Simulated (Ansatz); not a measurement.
```yaml
crystal:
  periodic: [false, false, false]
  atoms:
    - {symbol: B, position_ang: [-1.239499, -0.989878, -0.611919]}
    - {symbol: C, position_ang: [-0.199628, 0.020432, -0.297574]}
    - {symbol: O, position_ang: [0.369345, -1.277630, -0.546763]}
    - {symbol: O, position_ang: [0.087694, 0.366597, 0.946743]}
    - {symbol: B, position_ang: [0.894216, 1.343698, 1.200473]}
    - {symbol: Cl, position_ang: [1.203876, 1.724009, 2.802007]}
    - {symbol: H, position_ang: [-1.743979, -1.550875, 0.246169]}
    - {symbol: H, position_ang: [-1.610995, -1.060102, -1.695762]}
    - {symbol: H, position_ang: [0.172271, 0.706195, -0.995355]}
    - {symbol: H, position_ang: [0.741686, -1.292962, -1.393791]}
    - {symbol: H, position_ang: [1.387797, 1.955793, 0.365549]}
basis:
  gaussian: {orbitals: STO-3G, point_charges: [{charge: -1.00, position_ang: [4.766, 0.740, -0.037]}]}
hamiltonian: {xc: {name: revPBE0}}
kpoints: {mp_grid: {grid: [2, 2, 2]}}
output: {forces: true}
```

```sh
$ ansatz run in.yaml --threads 4 --pin off --events-out ev --progress --plain --max-ram 10444MiB
```

It prints (some lines left out):

```
Error: invalid value for `basis.gaussian`: such a run doesn't read kpoints; remove what it names
```

Task: What is wrong with this run?

Result: The input holds a key that doesn't belong there. The input was rejected before any iteration.
